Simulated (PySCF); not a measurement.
silanone anion (H2OSi), SMILES O=[SiH2] (connectivity only; charge and spin as stated), charge -1, multiplicity 2.

Coordinates come from a B3LYP-D3(BJ)/def2-TZVPD optimisation. The multiplicity is an assumed one; other spin states were not compared.

Calculation: PySCF with SMD-M06-2X/def2-SVPD.

Solvation free energies are E(SMD) − E(gas) at the gas-phase geometry, for 1 M in both phases.

| solvent | ΔG(solv) (kcal/mol) | its non-electrostatic (CDS) part |
|---|---|---|
| water | -66.4 | 1.1 |
| toluene | -33.8 | -1.0 |
| ethanol | -63.5 | 0.5 |
